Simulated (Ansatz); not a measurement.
The cluster Cu2H4. Total charge 0; triplet. Geometry r2SCAN-D4/def2-TZVP, that of the neutral singlet.

```xyz
6

Cu    0.088    0.072   -1.677
Cu    0.168   -0.312    0.620
H    -0.021   -0.238    2.265
H    -0.572    1.113   -2.535
H     0.775   -1.025   -0.657
H    -0.438    0.390    1.984
```

At PBE0-D4/def2-TZVP a singlet of charge 0 lies 3.29 eV below the triplet at the same geometry. The structure comes from a short search, and lower isomers may exist.

Question: Estimate the α-spin orbital energies around the gap (eV) in Ansatz with PBE-D4/def2-TZVP, r2SCAN-D4/def2-TZVP, PBE0-D4/def2-TZVP.

Answer: 
```csv
orbital,PBE-D4/def2-TZVP,r2SCAN-D4/def2-TZVP,PBE0-D4/def2-TZVP
HOMO−5,-7.20,-7.44,-8.76
HOMO−4,-7.18,-7.34,-8.72
HOMO−3,-6.94,-7.12,-8.53
HOMO−2,-6.94,-7.08,-8.51
HOMO−1,-6.83,-6.95,-7.94
HOMO,-2.41,-2.64,-3.00
LUMO,-1.75,-1.51,-0.80
LUMO+1,-0.59,-0.40,0.40
LUMO+2,0.18,0.59,0.84
LUMO+3,0.69,1.15,1.53
LUMO+4,0.69,1.16,1.59
LUMO+5,1.12,1.91,1.92
β HOMO,-6.68,-6.59,-7.59
β LUMO,-5.97,-5.81,-4.78
```
